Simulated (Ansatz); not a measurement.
Species: TiO2 (charge 0, singlet). SMILES: [O]=[Ti]=[O]
Geometry: optimised at B3LYP-D3(BJ)/def2-TZVP (Ansatz, an electronic-structure program).

Parts of the frozen-core correlation energy in def2-SVPD (Ansatz, hartree). Frozen orbitals: 11; correlated occupied orbitals by spin: 8 and 8; virtual: 61 and 61. Spin-orbit coupling is left out. No relativistic terms.

```csv
term,value
reference (HF),-997.88279
MP2 opposite-spin,-0.42230
MP2 same-spin,-0.18374
CCSD correlation,-0.54417
(T),-0.04781
T1 diagnostic,0.044
largest doubles amplitude,0.058
```
